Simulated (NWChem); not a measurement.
# vinylidene fluoride (C2H2F2); SMILES C=C(F)F

```xyz
6

C      0.0149    -1.3857     0.0000
C      0.0007    -0.0629     0.0000
F     -1.0932     0.6865     0.0000
F      1.0784     0.7097     0.0000
H      0.9572    -1.9159     0.0000
H     -0.9158    -1.9361     0.0000
```
Atoms are numbered in this order, from 1.

Program: NWChem. Pople sets run with spherical d functions. The geometry was optimised at B3LYP/6-31G* (spherical d). Level: PBE0/6-31+G*; rows give the wavelength of the field.

```tsv
field	isotropic polarisability (bohr³)	anisotropy (bohr³)
static	25.3	14.8
1065 nm	25.5	15.1
589 nm	26.1	15.6
400 nm	27.1	16.7
```
